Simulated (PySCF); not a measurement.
C₂HBN₂O₂, SMILES C(=NBN=C=O)=O.

Geometry: TPSSh-D3(BJ)/def2-SVP. This is a generated structure with no PubChem entry under its InChIKey; it may be hypothetical. Other conformers were not sampled.

Computed with TDDFT-PBE/def2-SVPD (PySCF).

Vertical excitations.  State labels are in the subgroup C2v.

```csv
state,symmetry,energy (eV),λ (nm),f,main pairs
S1,B1,4.54,273,0.002,HOMO→LUMO 100 %
S2,A2,4.86,255,0.000,HOMO−1→LUMO 100 %
S3,B2,5.68,218,0.373,HOMO−2→LUMO 92 %
S4,A1,6.50,191,0.010,"HOMO−3→LUMO 71 %, HOMO→LUMO+1 27 %"
S5,A1,6.81,182,0.019,"HOMO→LUMO+1 65 %, HOMO−3→LUMO 19 %"
S6,A2,7.03,176,0.000,HOMO−2→LUMO+1 100 %
S7,B2,7.04,176,0.026,"HOMO−1→LUMO+1 71 %, HOMO→LUMO+2 28 %"
S8,B2,7.50,165,0.009,HOMO→LUMO+3 98 %
S9,A1,7.59,163,0.012,"HOMO→LUMO+4 68 %, HOMO−1→LUMO+2 30 %"
S10,A2,7.65,162,0.000,HOMO→LUMO+5 98 %
T1,B1,4.31,287,0,HOMO→LUMO 100 %
T2,B2,4.65,267,0,HOMO−2→LUMO 100 %
T3,A2,4.73,262,0,HOMO−1→LUMO 100 %
T4,A1,5.44,228,0,HOMO−3→LUMO 99 %
```
Triplets are in the Tamm–Dancoff approximation, which puts them higher than full response would, so one can lie above its singlet here.
